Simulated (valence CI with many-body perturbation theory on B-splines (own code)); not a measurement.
**Valence orbitals of Mn XII**

Level of theory: valence CI with perturbative core correlation (CI+MBPT): four valence electrons over a frozen Dirac-Fock core [Ne], radial functions for each j: 11 s, 11 p, 10 d, 8 f, 5 g, 2 h, with the one-electron correlation potential Σ1 (screened to all orders), the two-electron term Σ2, the three-electron term Σ3, Breit, model QED; selected single and double excitations, second order for the rest, scaled by the run's own slope (own B-spline code, finite nucleus).

No measured levels were compared; by estimate levels of excited configurations hold to 0.05 to 0.15 % of their energy, terms of the ground configuration to about 0.5 %. Among the levels kept, up to 560 cm⁻¹ of a level comes from second order outside the variational space, and about a tenth of that is noise between levels of different J, which matters for small intervals.

These are the spectroscopic orbitals of the CI (the correlating ones are not listed), shaped by the core and the other valence electrons. h is the expectation value of the core's Dirac-Fock operator, without the valence repulsion; Σ1 is computed up to l = 3 at one energy for each symmetry, that of its lowest orbital but kept below the first core excitation, so for empty shells it is not the orbital's own correlation shift; Breit and QED include the response of the core.

```
Orbital  h (hartree)  Σ1 (cm⁻¹)  Breit (cm⁻¹)  QED (cm⁻¹)  ⟨r⟩ (bohr)
  3s1/2      -15.932      -4938           723         474      0.7475
  4s1/2      -8.3085      -1436           251         167       1.477
  5s1/2      -5.0829       -606           112        74.9       2.472
  6s1/2      -3.4311       -318          60.2        40.4       3.710
  7s1/2      -2.4713       -188          36.1        24.3       5.197
  8s1/2      -1.8646       -121          23.4        15.7       6.934
  3p1/2      -14.733      -5529          1119       -43.7      0.7476
  4p1/2       -7.816      -1617           390       -14.9       1.523
  5p1/2      -4.8433       -713           182        -6.9       2.550
  6p1/2      -3.2963       -382           100        -3.8       3.823
  7p1/2      -2.3881       -229          60.9        -2.3       5.346
  8p1/2      -1.8097       -148          39.8        -1.5       7.118
  3p3/2      -14.653      -5423           693        -8.2      0.7524
  4p3/2       -7.785      -1595           239        -2.6       1.529
  5p3/2      -4.8281       -704           111        -1.2       2.558
  6p3/2      -3.2878       -378          60.8        -0.6       3.833
  7p3/2      -2.3829       -227          37.0        -0.4       5.358
  8p3/2      -1.8062       -147          24.1        -0.2       7.132
  3d3/2      -13.015      -6036           344       -21.7      0.7086
  4d3/2      -7.1588      -1618           124        -7.6       1.552
  5d3/2      -4.5271       -719          60.1        -3.7       2.630
  6d3/2      -3.1192       -387          33.7        -2.0       3.956
  7d3/2      -2.2789       -233          20.8        -1.3       5.532
  3d5/2      -13.003      -5970           122       -14.3      0.7097
  4d5/2      -7.1539      -1599          43.6        -4.8       1.553
  5d5/2      -4.5246       -710          21.2        -2.3       2.632
  6d5/2      -3.1177       -382          11.9        -1.3       3.958
  7d5/2       -2.278       -231           7.3        -0.8       5.535
  4f5/2      -6.8665       -741           3.3        -0.9       1.432
  5f5/2      -4.3809       -394           2.5        -0.5       2.543
  6f5/2      -3.0357       -230           1.7        -0.3       3.903
  7f5/2      -2.2267       -146           1.1        -0.2       5.512
  4f7/2      -6.8648       -739          -0.7         0.0       1.432
  5f7/2        -4.38       -393          -0.5        -0.1       2.544
  6f7/2      -3.0352       -229          -0.3        -0.1       3.904
  7f7/2      -2.2264       -145          -0.2         0.0       5.513
  5g7/2      -4.3305                      0.0        -0.1       2.279
  6g7/2      -3.0085                      0.0        -0.1       3.647
  7g7/2      -2.2102                      0.0        -0.1       5.268
  5g9/2      -4.3301                      0.0         0.1       2.279
  6g9/2      -3.0082                      0.0         0.1       3.648
  7g9/2        -2.21                      0.0         0.0       5.268
  6h9/2      -3.0009                                            3.248
 6h11/2      -3.0007                                            3.248
```

Among the shells of the start configuration 3s2 3p2, Σ1 is largest in size for 3p1/2, where it is 0.17 % of h.

Lowest root of each symmetry, sizes in configuration state functions:

| J | Parity | Roots | Reference | Variational | Second order | Change by selected CI (cm⁻¹) | Change by second order (cm⁻¹) |
| --- | --- | --- | --- | --- | --- | --- | --- |
| 0 | even | 12 | 58 | 29804 | 256001 | -5928 | -2 |
| 1 | even | 17 | 123 | 31923 | 672866 | -5771 | -58 |
| 2 | even | 24 | 154 | 31952 | 979728 | -5839 | -94 |
| 3 | even | 15 | 112 | 32266 | 1210002 | -5242 | -80 |
| 4 | even | 10 | 68 | 31915 | 904959 | -5256 | -64 |
| 5 | even | 3 | 25 | 32192 | 579365 | -5320 | -26 |
| 0 | odd | 9 | 65 | 24960 | 140520 | -6998 | -4 |
| 1 | odd | 22 | 169 | 31998 | 531179 | -5601 | -71 |
| 2 | odd | 27 | 201 | 31988 | 738320 | -2855 | -78 |
| 3 | odd | 23 | 169 | 31973 | 853110 | -5413 | -234 |
| 4 | odd | 14 | 108 | 31871 | 899108 | -7750 | -256 |
| 5 | odd | 6 | 51 | 31980 | 762686 | -9981 | -120 |
| 6 | odd | 2 | 17 | 27607 | 505370 | -7454 | -19 |
